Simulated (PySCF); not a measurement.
**Computed vibrations of [Ce(SH)2]+**

[Ce(SH)2]+ (singlet in the valence; each metal's 4f electrons, 1 of them, lie in its core potential, out of spins and levels). PySCF 2.14.0, RKS PBE, Ce lcecp-1-SVP with ECP47, S def2-SVP, H def2-SVP; non-relativistic Hamiltonian with scalar-relativistic core potentials where named; density fitting; no spin-orbit coupling. Central differences of gradients.

```xyz
5

Ce    0.0000    0.0000    0.0000
S     0.0000    0.6681    2.4485
H     0.0000    1.0258    3.7597
S     0.0000   -0.6681   -2.4485
H     0.0000   -1.0258   -3.7597
```

Run from Python with OMP_NUM_THREADS=2. Where DIIS fails, smearing, a level shift and second-order steps follow.
It took 19 s on 2 threads of Arm Neoverse V2, on a shared host.

Question: What are the harmonic wavenumbers and infrared intensities?

Answer: Modes are labelled in D∞h; negative numbers are unstable modes, those under 60 cm⁻¹ near the noise; a finer grid moves soft modes by up to 10 cm⁻¹.
| cm⁻¹ | km/mol | symmetry |
| --- | --- | --- |
| -213 | – | πu |
| -213 | – | πu |
| -57 | – | πu |
| -57 | – | πu |
| 296 | 0.0 | πg |
| 296 | 0.0 | πg |
| 343 | 0.0 | σg+ |
| 387 | 149.8 | σu+ |
| 2652 | 299.0 | σu+ |
| 2652 | 0.0 | σg+ |

Question: Is this a minimum?

Answer: No: 4 unstable; the lowest moves the atoms so:
```
Ce   0.00  0.00  0.00
S   -0.01 -0.02  0.01
H    0.16  0.66 -0.18
S   -0.01 -0.02  0.01
H    0.16  0.66 -0.18
```

An lcecp potential fixes the number of 4f electrons, so in runs with it no electron can move into or out of that shell.
